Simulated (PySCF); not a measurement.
# How methods differ on the excitation energy of Al⁺

Al⁺ [Ne] 3s2 (1S) → Al⁺ [Ne] 3s1 4s1 (3S), as a difference of total energies. All numbers are calculated (PySCF 2.14, scalar relativity by spin-free X2C-1e, in dyall-acv3z (19s12p6d4f, 113 functions)). Correlated levels: valence: [Ne] frozen; valence and next inner shell: 1s2 frozen; virtual orbitals above 40 to 60 times the deepest correlated orbital energy dropped. The calculations carry no spin-orbit coupling.

Question: Order these methods by the excitation energy they give, lowest first.
A. SCS-MP2 (valence and next inner shell)
B. UHF
C. MP2 (valence and next inner shell)
D. PBE

Answer: B (10.269 eV), D (11.055 eV), C (11.144 eV), A (11.322 eV).

Errors of the correlated levels include the incompleteness of this basis and the frozen core.

For comparison: 11.317 eV (measured; NIST levels).
